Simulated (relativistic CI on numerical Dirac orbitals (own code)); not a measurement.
Hyperfine structure of O III, mass number 17

Calculated at this level of theory: Dirac-Coulomb-Breit CI, orbitals from a KLI potential per configuration, model QED (radiative potential, 1s self-energy scaled to tabulated hydrogen-like ionisation energies), valence Slater integrals scaled by 0.85, P86 correlation energy added to each configuration (own radial code, finite nucleus).

Configurations in the expansion (outside the closed core 1s2): 2s2.2p2, 2s.2p3, 2p4, 2s2.2p.3s, 2s2.2p.3p, 2s2.2p.3d, 2s2.2p.4s, 2s2.2p.4p, 2s2.2p.4d, 2s2.2p.4f, 2p3.3s, 2s.2p2.3s, 2s2.3s2, 2p3.3p, 2s2.3s.3p, 2s.2p2.3p. Levels of other configurations are missing.

Nuclear spin I = 5/2, μ = -1.89354 μN, Q = -0.0256 b (tables of Stone and Pyykkö). The electronic factors are computed for point nuclear moments, without core polarisation; leaving it out makes A of s and p electrons in near-neutral atoms 20 to 40 % too small, and it can dominate for d and f shells.

| Level | E (cm⁻¹) | A (MHz) | B (MHz) |
| --- | --- | --- | --- |
| 2s2.2p2 3P_1 | 111.2 | -38.29 | -8.59 |
| 2s2.2p2 3P_2 | 299.6 | -360.2 | 17.2 |
| 2s2.2p2 1D_2 | 19689.6 | -521 | -33.9 |
| 2s.2p3 5S°_2 | 61691.7 | -1498 | 0.000173 |
| 2s.2p3 3D°_3 | 122934.3 | -1393 | 0.772 |
| 2s.2p3 3D°_2 | 122964.0 | -795.8 | -0.179 |
| 2s.2p3 3D°_1 | 122972.0 | 1072 | -0.0121 |
| 2s.2p3 3P°_2 | 141811.4 | -1672 | -0.0296 |

Levels with J = 0, under 50 % of one LS term, or S terms without an open s electron are left out. Small factors come from cancelling terms and can be off by tens of per cent or more.

For a near-neutral ion this model can misplace configurations by up to about 10,000 cm⁻¹ (more where the count of f electrons changes) and terms by 10 to 25 % of their spread. Rates follow the energies as ν³ (E1, M1) or ν⁵ (E2), so they and the lifetimes can be off by large factors. The fine structure of a lone outer electron comes out too small, for d and f at times inverted, and misplaced configurations move strength between like terms. 32 of the 32 excited levels that our extract of the measured tables holds in this range could be paired (the sources list more); they are missed by 4577 cm⁻¹ on average and 17227 at most, and levels without a partner can miss by more. Some levels of the ground configuration have no partner and can miss by 10 % or more.

Give the hyperfine levels of 2s2.2p2 3P_2 relative to its centre of gravity.

With K = F(F + 1) − I(I + 1) − J(J + 1), E = AK/2 + B[¾K(K + 1) − I(I + 1)J(J + 1)]/[2I(2I − 1)J(2J − 1)]: F = 1/2: 2534, F = 3/2: 1986, F = 5/2: 1076, F = 7/2: -187.4, F = 9/2: -1797 MHz.
